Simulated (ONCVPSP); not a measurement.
# tungsten (W): one change to an ONCV potential, before and after

ONCVPSP 4.0.1 input, shortened (lines: element, Z, core and valence counts, functional; n l f; lmax; l rc ep ncon nbas qcut; lloc lpopt rc5 dvloc0; l nproj debl; icmod fcfact rcfact), PBE, scalar-relativistic:

```
  W 74.00   10    4        4      upf
    1    0    2.00
    2    0    2.00
    2    1    6.00
    3    0    2.00
    3    1    6.00
    3    2   10.00
    4    0    2.00
    4    1    6.00
    4    2   10.00
    4    3   14.00
    5    0    2.00
    5    1    6.00
    5    2    4.00
    6    0    2.00
    2
    0    1.75    0.00    3    7    7.80
    1    2.10    0.00    3    5    7.80
    2    1.95    0.00    5    9    4.40
    4    1    1.30    3.00
    0    2    3.10
    1    1    0.40
    2    2    2.00
    4    0.65    0.00
```

Change: d: qcut 6.4.

Cutoffs: the cutoffs (Ha) at which the residual kinetic energy of the hardest occupied pseudo-wave falls to 1 and 0.1 mHa per electron; they do not see the model core or the augmentation charge, which bear on the density cutoff. Errors are all-electron minus pseudo energies relative to the spin-unpolarised reference configuration.

Task: Predict the effect on cutoff, ghosts and configuration errors.

Result: The potential gets softer (35 Ha and 71 Ha → 20 Ha and 24 Ha); the bound ghost in d disappears; of the 3 tests that both files solve, the error grows in 2 and shrinks in 0 by more than 15 % and 0.3 meV (median size 2.8 → 3.0 meV).

| quantity | base | changed |
| --- | --- | --- |
| cutoff, loose | 35 Ha | 20 Ha |
| cutoff, tight | 71 Ha | 24 Ha |
| loose cutoff by channel | s 20 Ha, p 12 Ha, d 35 Ha | s 20 Ha, p 12 Ha, d 14 Ha |
| bound ghosts | d | none |
| GHOST(+) flags under 300 eV | none | none |
| tests with a reliable result | 3 of 4 | 3 of 4 |
| error for 5s2 5p6 5d4 6s1, meV [ΔE 8.88 eV] | -2.8 | -3.0 |
| error for 5s2 5p6 5d4 6s0, meV [ΔE 24.56 eV] | -4.2 | -4.9 |
| error for 5s2 5p6 5d3 6s0, meV [ΔE 49.95 eV] | -0.1 | -1.9 |
| s: phases at 1.77 bohr within 0.05 rad from the reference energy up to (Ha; the scan ends near 5) | to the end of the scan | to the end of the scan |
| p: phases at 2.14 bohr within 0.05 rad from the reference energy up to (Ha; the scan ends near 5) | 0.0 | 0.0 |
| d: phases at 1.98 bohr within 0.05 rad from the reference energy up to (Ha; the scan ends near 5) | to the end of the scan | to the end of the scan |
| rms error of d²Exc/dni dnj with the model core, mHa | 0.28 | 0.25 |

 A true bound ghost makes a file unfit for plane-wave use even where its test errors are small: the radial tests pick states by their node count and pass the ghost by.
